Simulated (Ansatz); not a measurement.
Input for Ansatz (an electronic-structure program): R-PBE/def2-TZVPPD on HF (SMILES F) with ghost functions, monomers drawn apart or pushed together. Files ending in .json are basis or fitting sets from the Basis Set Exchange.

Ansatz 0.2 input:
```yaml
crystal:
  periodic: [false, false, false]
  atoms:
    - {symbol: F, position_ang: [0.77965679, 0.67438610, 3.76918224]}
    - {symbol: H, position_ang: [0.32867098, 0.78391697, 2.95194242]}
basis:
  gaussian:
    orbitals: def2-TZVPPD.json
    ghost_atoms:
      - {symbol: Si, position_ang: [0.61402893, -1.35464198, 0.86010965]}
      - {symbol: Se, position_ang: [-0.47343933, 0.68384332, 0.98736016]}
      - {symbol: H, position_ang: [0.05015240, -2.15991716, -0.24270941]}
      - {symbol: H, position_ang: [2.01749974, -0.99593806, 0.57953026]}
      - {symbol: H, position_ang: [0.48859011, -2.07772637, 2.13964288]}
      - {symbol: H, position_ang: [-1.75219666, 0.08040352, 1.39748303]}
hamiltonian:
  xc: {name: PBE}
scf: {lower_state_search: off}
```

The log:

```
WARN ansatz: RAYON_NUM_THREADS=1 ignored (pool sized by the plan → 1); use --threads N
Functional definition: PBE
these checks for a lower state are left out or cut short: stability, starts, cluster_reference, orbital_swaps, neighbouring_geometries, increment
integrals: 0.17 GiB planned
1181 factors; their error is unknown
mean field: 1.03 GiB planned
mean field evaluation 1: about -2730.2691 eV, gradient 3.5e1 eV
mean field evaluation 2: about -2723.9091 eV, gradient 7.6e1 eV
mean field evaluation 4: about -2731.9334 eV, gradient 5.1e-1 eV
mean field evaluation 8: about -2731.9323 eV, gradient 1.2e-1 eV
mean field -2731.93233128 eV, -100.3966614043 hartree, gradient 2.8e-6 eV, S^2 0.000000; 0 other end points of the search recorded, 0 dependent functions left out
reference -2731.93236649 eV, -100.3966626983 hartree; 5, 5 occupied and 225, 225 virtual orbitals, 1181 factors
Total energy: -2731.93236649 eV, -100.3966626983 hartree
Checks for a lower state left out: stability, starts, cluster_reference, orbital_swaps, neighbouring_geometries, increment
```

The calculation finished and met its thresholds.

Cost: very roughly 2.1 core-seconds.
